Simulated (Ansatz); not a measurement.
System: GaNH4, charge 0, singlet. GaNH4 (SMILES [GaH2][NH2]).
B3LYP-D3(BJ)/def2-TZVP minimum from Ansatz (a first-principles code):
```xyz
6

Ga     0.0066    -0.1811    -0.3390
H     -1.2807    -0.0676    -1.2157
H      1.3178    -0.9518    -0.6929
N     -0.0247     0.6779     1.2694
H     -0.8101     1.2074     1.6105
H      0.7414     0.6795     1.9226
```
Charge 0, spin multiplicity 1.

Total energies in hartree (Ansatz). Open shells are spin-unrestricted; no spin-orbit coupling. Cores are frozen in correlated methods (noble-gas shells, and filled d and f shells in the p block). No relativity. Where a partner has so few electrons that a lower coupled-cluster level is exact, that level stands in.

```csv
species,HF/cc-pVTZ,CCSD(T)/cc-pVTZ,HF/cc-pVQZ,CCSD(T)/cc-pVQZ,CCSDT(Q)/cc-pVTZ
1: GaNH4 (SMILES [NH2][GaH2]),-1980.09240,-1980.43283,-1980.10108,-1980.45989,-1980.43386
2: Ga (doublet),-1923.26189,-1923.30928,-1923.26422,-1923.31345,-1923.30958
3: H (doublet),-0.49981,-0.49981,-0.49995,-0.49995,-0.49981
4: N (quartet),-54.40069,-54.51471,-54.40372,-54.52482,-54.51507
```

Q: Work out the atomisation energy (electronic, to ground-state atoms) in kcal/mol: take Hartree-Fock from cc-pVQZ, extrapolate the CCSD(T) correlation energy as X^-3 (X = 3, 4), and add CCSDT(Q) - CCSD(T) in cc-pVTZ. 1 hartree = 627.51 kcal/mol.

A: 
Species 1: correlation (64·(-0.35881) - 27·(-0.34043))/37 = -0.37222; step -0.00103; E1 = -1980.10108 + (-0.37222) + (-0.00103) = -1980.47433
Species 2: correlation (64·(-0.04923) - 27·(-0.04739))/37 = -0.05057; step -0.00030; E2 = -1923.26422 + (-0.05057) + (-0.00030) = -1923.31509
Species 3: correlation (64·(0.00000) - 27·(0.00000))/37 = 0.00000; step +0.00000; E3 = -0.49995 + (0.00000) + (+0.00000) = -0.49995
Species 4: correlation (64·(-0.12110) - 27·(-0.11402))/37 = -0.12627; step -0.00036; E4 = -54.40372 + (-0.12627) + (-0.00036) = -54.53035
-1·E1 +1·E2 +4·E3 +1·E4 = 0.62909 hartree = 394.8 kcal/mol.
